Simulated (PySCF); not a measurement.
Simulated absorption spectrum

Species: C7H6FS (charge +1).
Structure used (GFN2-xTB), in Å, numbered top down from 1:
```
atom  x, y, z in Å
C1    -2.8190    0.1373    0.0917
C2    -1.5849   -0.3649    0.2799
S3    -1.2111   -1.9502    1.0803
C4     0.6556   -1.8119    0.8966
C5     0.8270   -0.5494    0.2315
C6     0.9220    0.6655   -0.4012
C7     1.7814    1.6906   -0.9783
F8     3.0824    1.3320   -0.8627
C9    -0.3482    0.1936   -0.0839
H10   -2.9657    1.0879   -0.3921
H11   -3.6920   -0.3990    0.4215
H12    1.1248   -1.8454    1.8836
H13    1.0318   -2.6582    0.3155
H14    1.6395    2.6509   -0.4573
H15    1.5519    1.8291   -2.0472
```

Level of theory: PySCF 2.14.0, density-fitted response routines, TDDFT CAM-B3LYP/def2-SVPD, vertical, gas phase, core orbitals frozen in the response.

Computed states:

```csv
state,E (eV),f
S1,3.35,0.074
S2,4.27,0.0012
S3,4.46,0.0000
S4,4.69,0.0001
S5,5.51,0.0015
S6,5.99,0.294
S7,6.44,0.0005
S8,6.46,0.0017
```

Each state is given a Gaussian of 0.5 eV full width at half maximum, with ε(max) = 2.175×10⁸ f / Δν̃ (Δν̃ the width in cm⁻¹). The width is an assumption, not a result. The curve ends short of the highest state used, and states not computed would add to its high-energy end.

**Question.** What does the envelope look like, and where are its maxima?

**Answer.** 
```json
{"λ (nm)": "211.5", "ε (L mol⁻¹ cm⁻¹)": "13243"}
{"λ (nm)": "220.6", "ε (L mol⁻¹ cm⁻¹)": "3542"}
{"λ (nm)": "229.8", "ε (L mol⁻¹ cm⁻¹)": "380"}
{"λ (nm)": "239.0", "ε (L mol⁻¹ cm⁻¹)": "37"}
{"λ (nm)": "248.2", "ε (L mol⁻¹ cm⁻¹)": "6"}
{"λ (nm)": "257.3", "ε (L mol⁻¹ cm⁻¹)": "6"}
{"λ (nm)": "266.5", "ε (L mol⁻¹ cm⁻¹)": "17"}
{"λ (nm)": "275.7", "ε (L mol⁻¹ cm⁻¹)": "40"}
{"λ (nm)": "284.9", "ε (L mol⁻¹ cm⁻¹)": "62"}
{"λ (nm)": "294.0", "ε (L mol⁻¹ cm⁻¹)": "64"}
{"λ (nm)": "303.2", "ε (L mol⁻¹ cm⁻¹)": "53"}
{"λ (nm)": "312.4", "ε (L mol⁻¹ cm⁻¹)": "78"}
{"λ (nm)": "321.6", "ε (L mol⁻¹ cm⁻¹)": "236"}
{"λ (nm)": "330.7", "ε (L mol⁻¹ cm⁻¹)": "666"}
{"λ (nm)": "339.9", "ε (L mol⁻¹ cm⁻¹)": "1466"}
{"λ (nm)": "349.1", "ε (L mol⁻¹ cm⁻¹)": "2514"}
{"λ (nm)": "358.3", "ε (L mol⁻¹ cm⁻¹)": "3471"}
{"λ (nm)": "367.4", "ε (L mol⁻¹ cm⁻¹)": "3973"}
{"λ (nm)": "376.6", "ε (L mol⁻¹ cm⁻¹)": "3880"}
{"λ (nm)": "385.8", "ε (L mol⁻¹ cm⁻¹)": "3297"}
{"λ (nm)": "395.0", "ε (L mol⁻¹ cm⁻¹)": "2486"}
{"λ (nm)": "404.1", "ε (L mol⁻¹ cm⁻¹)": "1699"}
{"λ (nm)": "413.3", "ε (L mol⁻¹ cm⁻¹)": "1058"}
{"λ (nm)": "422.5", "ε (L mol⁻¹ cm⁻¹)": "611"}
{"λ (nm)": "431.6", "ε (L mol⁻¹ cm⁻¹)": "333"}
{"λ (nm)": "440.8", "ε (L mol⁻¹ cm⁻¹)": "170"}
{"λ (nm)": "450.0", "ε (L mol⁻¹ cm⁻¹)": "83"}
{"λ (nm)": "459.2", "ε (L mol⁻¹ cm⁻¹)": "39"}
{"λ (nm)": "468.3", "ε (L mol⁻¹ cm⁻¹)": "18"}
{"λ (nm)": "477.5", "ε (L mol⁻¹ cm⁻¹)": "8"}
```

Maxima: 371 nm (3.35 eV), ε about 4000, made up of S1 (100%); 290 nm (4.27 eV), ε about 66, made up of S2 (97%) (ε in L mol⁻¹ cm⁻¹; maxima over ε = 5, shares over 10%). At its high-energy end, 5.86 eV, the curve is still rising (ε about 13000, from S6).

**Question.** On this curve, what absorbance would a 10⁻⁴ mol/L sample give at 355 nm over a 1 cm path?

**Answer.** 355 nm is 3.493 eV, where ε is about 3200 L mol⁻¹ cm⁻¹, so A = ε c l ≈ 0.32 (Beer–Lambert, with the gas-phase spectrum and the assumed width).

**Question.** Does any computed singlet lie in the visible range?

**Answer.** No computed singlet lies in the visible range (380 to 750 nm); the lowest, at 371 nm, stands 0.08 eV above its violet end (3.26 eV); a Tamm–Dancoff triplet lies at 577 nm, without intensity as long as spin–orbit coupling is left out.

**Question.** What would ε be at 3.35 eV, the highest of these maxima, with half the width (0.25 eV)?

**Answer.** About 8010 L mol⁻¹ cm⁻¹ against 4010, a factor of about 2.00; a lone state at its own centre would give exactly 2.

On Arm Neoverse V1, one thread, shared host with 64 logical CPUs at a one-minute load of 20, this took 54 s of wall time and 1.1 GiB of memory at its peak.

One conformer stands for the species.
